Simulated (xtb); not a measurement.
Se(OH)(OSiH3) (H4O2SeSi), SMILES O[Se]O[SiH3]. All values are semi-empirical tight-binding results from xtb (GFN2-xTB unless named), good for trends rather than for accurate numbers. Geometry: GFN2-xTB. Other conformers were not sampled.

Optimised geometry:

Bonds (Å): Se1–O2 1.780, Se1–O4 1.802, O2–H3 0.963, O4–Si5 1.634, Si5–H6 1.466, Si5–H7 1.455, Si5–H8 1.465. Angles (°): O2–Se1–O4 100.6, Se1–O2–H3 111.7, Se1–O4–Si5 133.3, O4–Si5–H6 109.9, O4–Si5–H7 98.4, O4–Si5–H8 110.5, H6–Si5–H7 114.2, H6–Si5–H8 108.8, H7–Si5–H8 114.7.
Charge 0, spin multiplicity 1.

The orbital gap is 3.16 eV, the zero-point energy is 25.3 kcal/mol and the G − E(el) at 298.15 K (modified RRHO) comes out as 5.2 kcal/mol. The static polarisability (D4 model) is 69.4 bohr³ and the solvation energy, GFN2-xTB/ALPB(water) comes out as -3.5 kcal/mol. The solvation energy, GFN2-xTB/ALPB(dmso) is -7.0 kcal/mol.

Task: Give the atomic charges and the Wiberg bond orders between heavy atoms. (Estimate from the structure and the level; the computed values follow.)

Result: charges (e) Se1 0.22, O2 -0.40, H3 0.32, O4 -0.41, Si5 0.52, H6 -0.09, H7 -0.07, H8 -0.09. Bond orders Se1–O2 1.27, Se1–O4 1.12, O4–Si5 1.05.
